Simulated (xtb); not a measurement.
Ga(H)2(Me) (CH5Ga), SMILES [CH3][GaH2]. All values are semi-empirical tight-binding results from xtb (GFN2-xTB unless named), good for trends rather than for accurate numbers. Coordinates come from a GFN2-xTB optimisation.

Optimised geometry:

Bond lengths (Å): Ga1–H2 1.580, Ga1–H3 1.580, Ga1–C4 2.019, C4–H5 1.094, C4–H6 1.095, C4–H7 1.095. Angles (°): H2–Ga1–H3 112.2, H2–Ga1–C4 123.8, H3–Ga1–C4 124.0, Ga1–C4–H5 111.3, Ga1–C4–H6 110.9, Ga1–C4–H7 111.1, H5–C4–H6 107.8, H5–C4–H7 107.4, H6–C4–H7 108.3.
Charge 0, spin multiplicity 1.

For metal compounds this method's bond lengths and energies can be far off.

```yaml
orbital_gap: 5.27 eV
zero_point_energy: 27.7 kcal/mol
G − E(el) at 298.15 K (modified RRHO): 10.8 kcal/mol
```

Give the atomic charges and the Wiberg bond orders between heavy atoms. (An estimate is asked for; the answer gives what the named calculation found.)

charges (e) Ga1 0.13, H2 -0.09, H3 -0.09, C4 -0.17, H5 0.07, H6 0.08, H7 0.07. Bond orders Ga1–C4 0.98.
